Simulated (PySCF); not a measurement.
## Computed NMR parameters against published values

Molfile (atoms numbered from 1):
```
C11H9N
     RDKit          3D

 21 22  0  0  0  0  0  0  0  0999 V2000
    3.2950    0.0444   -0.3658 C   0  0  0  0  0  0  0  0  0  0  0  0
    2.6493    1.1049    0.2479 C   0  0  0  0  0  0  0  0  0  0  0  0
    1.2750    1.0898    0.3961 C   0  0  0  0  0  0  0  0  0  0  0  0
    0.5270    0.0076   -0.0612 C   0  0  0  0  0  0  0  0  0  0  0  0
   -0.9333   -0.0119    0.1020 C   0  0  0  0  0  0  0  0  0  0  0  0
   -1.6051   -1.1739    0.4793 C   0  0  0  0  0  0  0  0  0  0  0  0
   -2.9812   -1.1333    0.6233 C   0  0  0  0  0  0  0  0  0  0  0  0
   -3.7071   -0.0476    0.4164 N   0  0  0  0  0  0  0  0  0  0  0  0
   -3.0739    1.0555    0.0548 C   0  0  0  0  0  0  0  0  0  0  0  0
   -1.7021    1.1311   -0.1134 C   0  0  0  0  0  0  0  0  0  0  0  0
    1.1858   -1.0553   -0.6742 C   0  0  0  0  0  0  0  0  0  0  0  0
    2.5596   -1.0344   -0.8276 C   0  0  0  0  0  0  0  0  0  0  0  0
    4.3684    0.0581   -0.4829 H   0  0  0  0  0  0  0  0  0  0  0  0
    3.2196    1.9469    0.6122 H   0  0  0  0  0  0  0  0  0  0  0  0
    0.7767    1.9112    0.8905 H   0  0  0  0  0  0  0  0  0  0  0  0
   -1.0596   -2.0841    0.6763 H   0  0  0  0  0  0  0  0  0  0  0  0
   -3.5352   -2.0145    0.9207 H   0  0  0  0  0  0  0  0  0  0  0  0
   -3.7031    1.9210   -0.1092 H   0  0  0  0  0  0  0  0  0  0  0  0
   -1.2384    2.0546   -0.4247 H   0  0  0  0  0  0  0  0  0  0  0  0
    0.6145   -1.8914   -1.0507 H   0  0  0  0  0  0  0  0  0  0  0  0
    3.0594   -1.8617   -1.3102 H   0  0  0  0  0  0  0  0  0  0  0  0
  1  2  2  0
  2  3  1  0
  3  4  2  0
  4  5  1  0
  5  6  2  0
  6  7  1  0
  7  8  2  0
  8  9  1  0
  9 10  2  0
  4 11  1  0
 11 12  2  0
 12  1  1  0
 10  5  1  0
  1 13  1  0
  2 14  1  0
  3 15  1  0
  6 16  1  0
  7 17  1  0
  9 18  1  0
 10 19  1  0
 11 20  1  0
 12 21  1  0
M  END
```

Published estimates (parent shift plus substituent increments) and measurements: δ 13C C7/C9 150.2; C5 148.1; C2/C12 129.0; C1 129.0; C3/C11 126.9; C6/C10 121.5 ppm (estimated from measurements, as parent shift plus tabulated substituent increment; solution, not stated per compound (mostly CDCl3 or CCl4); Pretsch, Buehlmann, Badertscher, Structure Determination of Organic Compounds, 4th ed. (2009)).

Theoretical values (PySCF): NMR shieldings at PBE0/pcSseg-1/GIAO, geometry from GFN2-xTB. No solvent, rapidly exchanging positions averaged, single conformer, no relativistic terms.

Task: What does the calculation give, and how does it compare?

Result: 
Reference values: estimated from measurements, as parent shift plus tabulated substituent increment (solution, not stated per compound (mostly CDCl3 or CCl4); Pretsch, Buehlmann, Badertscher, Structure Determination of Organic Compounds, 4th ed. (2009)).
```
 atoms  quantity  reference  computed  computed, scaled
 C7/C9     δ 13C      150.2     156.3             150.1
    C5     δ 13C      148.1     155.9             149.7
C2/C12     δ 13C      129.0     134.7             129.1
    C1     δ 13C      129.0     134.3             128.7
C3/C11     δ 13C      126.9     133.7             128.1
C6/C10     δ 13C      121.5     127.2             121.8
```

Computed shifts are σ(ref) − σ with the named reference compound (TMS for H and C) calculated as an isolated molecule at the same level. The measured values may be among those fitted. Expected solution values come from regression of measured δ (H and C: mostly CDCl3, vs TMS) on computed σ: 13C: δ = 179.97 − 0.974σ (rms 2.1 ppm, 958 shifts, 2.3 ppm with the 13 outliers that the fit left out). A few per cent of atoms miss by over 2 rms, more outside the fitted compound classes.

Task: How far are the unscaled 13C shifts from the references?

Result: Mean signed difference +6.23 ppm, mean absolute 6.23 ppm over 6 comparisons; the largest is +7.8 ppm at C5 (substituted aromatic carbon).
